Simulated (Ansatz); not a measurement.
`C[O][Al][NH2]` radical, relaxed with UKS PBE0-D4/def2-TZVP in Ansatz from a PBE-D4/def2-SVP geometry. The force threshold is 0.005 eV/Å; the program also tests the step.

The species carries charge 0 and has multiplicity 2.

Start:

```xyz
9

C    -0.525   -0.922   -1.568
O    -0.286   -0.170   -0.414
Al    0.964    0.027    0.761
N     0.631    1.233    2.040
H    -1.471   -1.504   -1.471
H     0.288   -1.651   -1.801
H    -0.638   -0.260   -2.459
H    -0.228    1.788    2.103
H     1.265    1.458    2.809
```

(1) How much energy does the relaxation release, and in how many steps? (Best estimate.)

(2) Which bonds change most? (Estimate.)

(3) Give the relaxed structure. (Estimate.)

Answers

(1) Ansatz gave: 1.17 kcal/mol, in 6 steps.

(2) Ansatz gave: O2–Al3 from 1.727 to 1.692 Å; C1–H7 from 1.115 to 1.096 Å; C1–H5 from 1.115 to 1.096 Å; C1–H6 from 1.116 to 1.097 Å.

(3) The calculation gave: 
```xyz
9

C    -0.519   -0.916   -1.559
O    -0.274   -0.160   -0.415
Al    0.935    0.020    0.755
N     0.621    1.218    2.019
H    -1.444   -1.491   -1.441
H     0.290   -1.622   -1.782
H    -0.641   -0.259   -2.428
H    -0.215    1.780    2.075
H     1.248    1.430    2.777
```
